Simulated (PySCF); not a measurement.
# SrF₂: fields on a plane

All numbers come from PBE in PySCF with Sr def2-TZVP with ECP28, F def2-TZVP; scalar-relativistic core potentials, no spin–orbit coupling; density-fitted integrals.

The singlet minimum has Sr–F 2.131 Å (×2); F–Sr–F 126.0°.

The plane holds Sr1 at (0.00, 0.00), F2 at (2.13, 0.00), F3 at (-1.25, 1.72) Å. Columns run from x = -3.15 to 4.35 Å, rows from y = 4.05 (top) to -1.95 Å, in steps of 0.3 Å. Other isomers or separated fragments may lie lower. Core electrons replaced by a potential are absent, the electrostatic potential uses the reduced nuclear charge, and values within about 0.7 Å of such atoms have no physical meaning.

Problem. Give the electron density (e/Å³) (cut at 5 e/Å³). Lower edges of the bins (e/Å³): '0' 0.000, '1' 0.030, '2' 0.076, '3' 0.151, '4' 0.268, '5' 0.455, '6' 0.750, '7' 1.218, '8' 1.960, '9' 3.136; top 5.00.

Solution. 
```
00000000000000000000000000
00000000000000000000000000
00000000000000000000000000
00000000000000000000000000
00001222110000000000000000
00012455421000000000000000
00124788642000000000000000
00136999852100000000000000
00136999953100000000000000
00135899753211001111000000
00024677544432122332100000
00012344567764334665310000
00001124688886457997521000
00000125782287569999631000
00000025782287569999631000
00000014688886457997521000
00000012467765334665310000
00000001244543222332100000
00000000112211111111000000
00000000000000000000000000
00000000000000000000000000
```

Problem. Give the lowest empty orbital (Å^-3/2) at -2.39 eV (cut at ±0.3; overall sign arbitrary). Lower edges of the bins (Å^-3/2): '0' -0.280, '1' -0.234, '2' -0.187, '3' -0.141, '4' -0.095, '5' -0.049, '6' -0.002, '7' 0.044, '8' 0.090, '9' 0.137; top 0.18.

Solution. 
```
66666666666666666666666666
66666666666666666666666666
66666666666666666666666666
66666666666666666666666666
66666666666666666666666666
66666666666666666666666666
66666665566666666666666666
66666664566777766666666666
66666662466777776666666666
66666543467777776666666666
66666654556788776666666666
66666655445787766556666666
66777664313666665456666666
67777764104534554266666666
67777775205402454376666666
77778887520002455556666666
77788898764334566666666666
77788999987666666666666666
77788999999887777666666666
77788899999988777666666666
67778899999988777666666666
```
